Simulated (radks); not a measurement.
Trend from Sc to Zn: ionisation energy by Delta-SCF between NIST ground configurations, and size. All-electron calculation, Dirac Kohn-Sham, LDA (Slater exchange, Perdew-Wang correlation), spin-unpolarised, spherical densities, finite nucleus; open shells are shared between the two j in proportion to 2j + 1; Fermi nuclear charge, rms radius of each element as measured or else 0.836 A^(1/3) + 0.57 fm. Program: a radial shooting solver on a logarithmic mesh with Libxc functionals.

| species | configuration | IE (eV) | NIST (eV) | kind | outermost | <r> outermost (bohr) | r at 0.001 e/bohr^3 (bohr) |
|---|---|---|---|---|---|---|---|
| Sc | [Ar] 3d1 4s2 | 7.061 | 6.561 | exp. | 4s1/2 | 3.69 | 4.95 |
| Ti | [Ar] 3d2 4s2 | 7.529 | 6.828 | exp. | 4s1/2 | 3.48 | 4.83 |
| V | [Ar] 3d3 4s2 | 7.365 | 6.746 | exp. | 4s1/2 | 3.32 | 4.72 |
| Cr | [Ar] 3d5 4s1 | 7.133 | 6.767 | exp. | 4s1/2 | 3.40 | 4.48 |
| Mn | [Ar] 3d5 4s2 | 8.647 | 7.434 | exp. | 4s1/2 | 3.07 | 4.53 |
| Fe | [Ar] 3d6 4s2 | 8.974 | 7.902 | exp. | 4s1/2 | 2.96 | 4.45 |
| Co | [Ar] 3d7 4s2 | 6.690 | 7.881 | exp. | 4s1/2 | 2.87 | 4.37 |
| Ni | [Ar] 3d8 4s2 | 6.548 | 7.640 | exp. | 4s1/2 | 2.78 | 4.30 |
| Cu | [Ar] 3d10 4s1 | 8.428 | 7.726 | exp. | 4s1/2 | 2.89 | 4.09 |
| Zn | [Ar] 3d10 4s2 | 10.184 | 9.394 | exp. | 4s1/2 | 2.63 | 4.17 |

Reference values: NIST Atomic Spectra Database (measured). Spin polarisation and multiplet splitting are left out, so open shells lie too high by an amount that depends on their filling.

Beside tabulated values, note that spin-unpolarised runs miss the spin-polarisation part of the exchange energy of open shells.
